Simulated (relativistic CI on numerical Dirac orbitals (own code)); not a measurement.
Calculated at this level of theory: Dirac-Coulomb-Breit CI, KLI orbitals optimised for each configuration, a model potential for QED, unscaled Slater integrals (own radial code, finite nucleus).

CI space (outside the closed core [Ne]): 3s²3p⁶3d⁷, 3s²3p⁵3d⁸, 3s²3p⁴3d⁹, 3s3p⁶3d⁸, 3s²3p⁶3d⁶4s, 3p⁶3d⁹, 3s²3p⁶3d⁶4p, 3s²3p⁶3d⁶4d, 3s3p⁵3d⁹, 3s²3p⁶3d⁵4s², 3s²3p⁶3d⁶4f, 3s²3p⁶3d⁵4s4p, 3s²3p⁶3d⁶5s, 3s²3p⁵3d⁷4s, 3s²3p⁶3d⁵4p², 3s²3p⁶3d⁶5p, 3s²3p⁶3d⁵4s4d, 3s²3p⁴3d⁸4s, 3s²3p⁵3d⁷4p, 3s²3p⁶3d⁶5d, 3s²3p⁶3d⁵4p4d, 3s²3p⁴3d⁸4p, 3s²3p⁶3d⁶5f, 3s²3p⁶3d⁶5g, 3s²3p⁶3d⁶6s, 3s²3p⁵3d⁶4s², 3s²3p⁶3d⁶6p, 3s²3p⁶3d⁵4d², 3s²3p⁶3d⁶6d, 3s3p⁵3d⁸4s, 3s3p⁶3d⁷4s, 3s3p⁶3d⁷4p, 3s3p⁶3d⁶4s², 3p⁶3d⁸4s. Levels of other configurations are missing.

At this charge energies of transitions that change n are usually good to better than 1 %, and those within a shell (Δn = 0) to a few per cent. Terms inside the open d or f shell come out 10 to 20 % too wide with unscaled integrals.

Outline of the computed level scheme of Sr XIV. Lowest level of each configuration: 3s²3p⁶3d⁷ ⁴F9/2 at 0.000 eV; 3s²3p⁵3d⁸ ⁴G°11/2 at 124.542 eV.

Some strong electric-dipole decays among the lowest 45 levels: 3s²3p⁵3d⁸ ⁴D°3/2 → 3s²3p⁶3d⁷ ⁴F5/2 (1.8e+11 s⁻¹); 3s²3p⁵3d⁸ ⁴F°9/2 → 3s²3p⁶3d⁷ ⁴F9/2 (1.7e+11 s⁻¹); 3s²3p⁵3d⁸ ⁴D°5/2 → 3s²3p⁶3d⁷ ⁴F5/2 (1.3e+11 s⁻¹); 3s²3p⁵3d⁸ ⁴F°7/2 → 3s²3p⁶3d⁷ ⁴F9/2 (1.3e+11 s⁻¹); 3s²3p⁵3d⁸ ²G°7/2 → 3s²3p⁶3d⁷ ²G7/2 (1.2e+11 s⁻¹); 3s²3p⁵3d⁸ ²P°1/2 → 3s²3p⁶3d⁷ ⁴F3/2 (1.2e+11 s⁻¹); 3s²3p⁵3d⁸ ²S°1/2 → 3s²3p⁶3d⁷ ⁴P3/2 (1.2e+11 s⁻¹); 3s²3p⁵3d⁸ ²G°9/2 → 3s²3p⁶3d⁷ ²G9/2 (1.1e+11 s⁻¹).

LS names give the leading component of a level, which can be under half, so a name can repeat, a term be missing and a line seem to break the LS rules.
